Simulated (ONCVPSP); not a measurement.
## Logarithmic derivatives: boron, ONCV

* Element: boron (B)
* Generator: ONCVPSP 4.0.1
* Type: optimised norm-conserving Vanderbilt (ONCV)
* Functional: PBE
* Relativity: scalar-relativistic
* Frozen core: [He]
* Valence charge: 3
* Reference configuration: 2s1 2p2
* Partial waves: 2s: rc 1.65 bohr, ncon 3, nbas 7, qcut 5.1 1/bohr, 1 projector; 2p: rc 2.25 bohr, ncon 3, nbas 8, qcut 7.4 1/bohr, 2 projectors, debl 3.9 Ha; d scattering state at 0.07 Ha: rc 1.75 bohr, ncon 4, nbas 8, qcut 4.6 1/bohr, 1 projector
* Local potential: polynomial inside 1.15 bohr (lpopt 5, dvloc0 0 Ha)
* Core correction: Teter function, fcfact 5.5, rcfact 1.4

The phase is arctan(r·R′/R) of the radial function R(r), unwrapped; energies in Ha, scanned from -2 to 5 Ha. A pole is an energy at which the radial function vanishes at the test radius. The pseudo phase is shifted by a multiple of π to meet the all-electron one at the reference energy, and phase errors are pseudo minus all-electron; the curves can meet again beyond the range given. Levels narrower than the energy grid can be missing from the lists of poles.

Problem. For each channel, where are the poles, and over which energies does the pseudopotential scatter like the atom?

Solution.

| channel | radius (bohr) | reference energy (Ha) | poles, all-electron | poles, pseudo | unbroken range about the reference energy with phases within 0.05 rad | phase error 1 Ha above the reference energy (rad) |
| --- | --- | --- | --- | --- | --- | --- |
| s | 1.68 | -0.36 | 1.31 | 1.19 | below 1.7 | -0.009 |
| p | 2.29 | -0.15 | 0.32, 3.38 | 0.32, 3.38 | below 1.3 | +0.007 |
| d | 1.78 | 0.07 | 3.56 | 3.63 | the whole range | +0.002 |

Phases in the s channel:

```
E (Ha)  all-electron  pseudo
 -1.98         0.965   0.959
 -1.62         0.795   0.788
 -1.26         0.484   0.475
 -0.90        -0.068  -0.073
 -0.54        -0.683  -0.684
 -0.18        -1.069  -1.069
  0.18        -1.279  -1.282
  0.54        -1.407  -1.414
  0.90        -1.494  -1.508
  1.26        -1.562  -1.586
  1.62        -1.621  -1.663
  1.98        -1.678  -1.755
  2.34        -1.740  -1.900
  2.70        -1.816  -2.237
  3.06        -1.921  -3.293
  3.42        -2.092  -4.159
  3.78        -2.424  -4.425
  4.14        -3.084  -4.543
  4.50        -3.783  -4.614
  4.86        -4.148  -4.665
```
